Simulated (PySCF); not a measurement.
C₃H, SMILES [C][C][CH+] (connectivity only; charge and spin as stated), charge +1, multiplicity 1.

Geometry: PBE0-D3(BJ)/def2-TZVP.

Two levels are set side by side: TDDFT-PBE/def2-TZVPD (PySCF) and ADC(2)/aug-cc-pVDZ (PySCF). Vertical, same geometry; the bases differ. Differences are taken from unrounded values.

```csv
quantity,ADC(2)
lowest singlet excitation (eV),3.73
```

Question: What does TDDFT-PBE give, and how far is it from ADC(2)? (An estimate is asked for; the answer gives what the named calculation found.)

Answer: 
```tsv
quantity	TDDFT-PBE	TDDFT-PBE minus ADC(2)
lowest singlet excitation (eV)	2.86	-0.88
```

A lower first singlet is the usual sign of a functional without exact exchange. Differences between two approximate levels are no errors against the true value.

Rough cost on one machine, each run with all the roots and properties that it gave: ADC(2) against TDDFT-PBE within a factor of 2.
